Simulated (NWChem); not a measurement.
Species: Si2H4OF2; SMILES F[SiH](F)[SiH2]O

```xyz
9

O      0.6403     2.3714     0.2721
Si    -0.5391     1.3075    -0.2433
Si     0.0544    -0.8762     0.3832
F     -0.9591    -1.9419    -0.2997
F      1.5316    -1.1652    -0.2293
H      1.5149     2.2678    -0.1152
H     -0.7323     1.3314    -1.7283
H     -1.8029     1.7171     0.4277
H      0.1159    -1.1845     1.8373
```
Atoms are numbered in this order, from 1.

Results from NWChem. All runs use the structure optimised with PBE0/def2-SVP. Isolated, static molecule.

GIAO at PBE/pcSseg-1: principal shieldings of F4 are 202.6, 316.6, 410.7 ppm; an isolated trichlorofluoromethane molecule has σ = 144.6 ppm at the same levels.

**Question.** Find the isotropic 19F shift, its principal values, the span and the skew.

**Answer.** 
1. σ(iso) = one third of the sum = 310.0 ppm.
2. δ = σ(reference) − σ = -165.4 ppm against trichlorofluoromethane.
3. δ11, δ22, δ33 = -58.0, -172.0, -266.1 ppm.
4. Span Ω = δ11 − δ33 = 208.1 ppm; skew κ = 3(δ22 − δ(iso))/Ω = -0.10.
